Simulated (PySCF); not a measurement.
## Mg(3+) (magnesium, charge +3): UHF calculation

Configuration: [He] 2s2 2p5, 2P determinant. All numbers are calculated (PySCF 2.14, scalar relativity by spin-free X2C-1e, in aug-cc-pVDZ-DK).

```
Total energy                                                  : -196.151638 hartree
One-electron energy                                           : -256.3633 hartree
Hartree (Coulomb) energy                                      : 74.8038 hartree
Exchange energy                                               : -14.5921 hartree
⟨S²⟩                                                          : 0.7501
⟨L²⟩                                                          : 2.000
Sum of ⟨r⟩                                                    : 4.976 bohr
Sum of ⟨r²⟩                                                   : 4.028 bohr²
Traceless quadrupole moment −½Σ⟨3z² − r²⟩ along its main axis : 0.230 e·bohr²
Langevin diamagnetic susceptibility                           : -3.19 ×10⁻⁶ cm³/mol
Time after the integrals                                      : 0.06 s of wall time on 1 thread of Neoverse-V1 (shared host)
```

```json
{"shell": "1s α", "electrons": "1", "mean orbital energy (hartree)": "-51.67998", "spread (hartree)": "0", "rms radius, mean of both spins (bohr)": "0.151"}
{"shell": "1s β", "electrons": "1", "mean orbital energy (hartree)": "-51.60076", "spread (hartree)": "0", "rms radius, mean of both spins (bohr)": "0.151"}
{"shell": "2s α", "electrons": "1", "mean orbital energy (hartree)": "-5.78876", "spread (hartree)": "0", "rms radius, mean of both spins (bohr)": "0.744"}
{"shell": "2s β", "electrons": "1", "mean orbital energy (hartree)": "-5.51572", "spread (hartree)": "0", "rms radius, mean of both spins (bohr)": "0.744"}
{"shell": "2p α", "electrons": "3", "mean orbital energy (hartree)": "-4.32161", "spread (hartree)": "0.15144", "rms radius, mean of both spins (bohr)": "0.758"}
{"shell": "2p β", "electrons": "2", "mean orbital energy (hartree)": "-4.19494", "spread (hartree)": "0", "rms radius, mean of both spins (bohr)": "0.758"}
```
